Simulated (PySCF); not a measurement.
**Eu (europium, neutral) across methods**

[Xe] 4f7 5d2, high-spin 10F determinant (an excited configuration). Computed with PySCF 2.14 in cc-pVDZ-X2C, with the spin-free X2C one-electron Hamiltonian (Gaussian nucleus).

```json
{"method": "UHF", "E (hartree)": "-10839.46067", "mean ε 5p β (eV)": "-23.449", "mean ε 4f α (eV)": "-10.587", "mean ε 5d α (eV)": "-2.613", "Σ⟨r²⟩ (bohr²)": "67.16", "⟨S²⟩": "24.756"}
{"method": "r2SCAN", "E (hartree)": "-10843.51", "mean ε 5p β (eV)": "-19.283", "mean ε 4f α (eV)": "-1.211", "mean ε 5d α (eV)": "-0.641", "Σ⟨r²⟩ (bohr²)": "68.43", "⟨S²⟩": "24.756"}
{"method": "PBE0", "E (hartree)": "-10843.13", "mean ε 5p β (eV)": "-20.184", "mean ε 4f α (eV)": "-3.320", "mean ε 5d α (eV)": "-1.095", "Σ⟨r²⟩ (bohr²)": "67.71", "⟨S²⟩": "24.754"}
{"method": "LDA", "E (hartree)": "-10835.27", "mean ε 5p β (eV)": "-19.071", "mean ε 4f α (eV)": "-1.169", "mean ε 5d α (eV)": "-0.504", "Σ⟨r²⟩ (bohr²)": "68.54", "⟨S²⟩": "24.753"}
{"method": "PBE", "E (hartree)": "-10843.19", "mean ε 5p β (eV)": "-18.955", "mean ε 4f α (eV)": "-1.174", "mean ε 5d α (eV)": "-0.562", "Σ⟨r²⟩ (bohr²)": "69.32", "⟨S²⟩": "24.753"}
```

Spin-orbit coupling, absent here, splits the open shell strongly.
